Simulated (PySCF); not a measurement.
# Exercise with solution: oscillator strength and radiative lifetime

C3H10ClNSi, SMILES C[C@@H](N)[Si@H](C)Cl.

The structure is a stationary point at PBE0-D3(BJ)/def2-SVP. The structure was generated by enumeration; whether it is a known compound was not checked. Other conformers were not sampled.

TDA-PBE/def2-SVPD (PySCF) puts the first singlet state with f over 0.02 at 5.22 eV (vertical), with the transition dipole (-0.254, -0.336, -0.187) in atomic units.

Question: Find the oscillator strength, the wavelength and the radiative lifetime that this transition would have in vacuum if emission retraced absorption.

Answer: 
|μ|² = 0.2124 au, so |μ| = 1.17 D. ΔE = 5.22/27.211 = 0.1918 hartree. f = (2/3) ΔE |μ|² = 0.027 (the program prints 0.027).
λ = 1239.84/5.22 = 238 nm; ν = 42102 cm⁻¹.
Einstein's coefficient A = 0.6670 ν² f s⁻¹ (ν in cm⁻¹) = 3.2e7 s⁻¹, so τ = 1/A = 31 ns. This state is S1. The figure is the radiative limit of this one transition; relaxation, internal conversion, crossing to triplets and a medium change what is measured.
